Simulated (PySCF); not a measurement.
Computed IR spectrum (relative IR intensity) of a molecule C3H2ClF3. Geometry optimised at B3LYP-D3(BJ)/def2-SVP. Other conformers were not sampled. These are PySCF 2.14.0 with B3LYP-D3(BJ)/def2-SVP values and carry that method's errors. Frequencies are harmonic and unscaled.

Lines under 2 % of the strongest are left out, and lines within 2 cm⁻¹ are merged.

```csv
ν (cm⁻¹),relative intensity
277,2.0
308,2.2
392,6.0
541,2.9
642,7.3
889,2.5
918,21
1018,55
1127,100
1153,13
1236,76
1389,13
1422,38
1746,32
3062,16
```

### Question
Which structure fits?
A) FC1(F)C[C@]1(F)Cl
B) F/C=C(/Cl)C(F)F
C) F/C(Cl)=C\C(F)F
D) F/C(=C\Cl)C(F)F

### Answer
B, F/C=C(/Cl)C(F)F
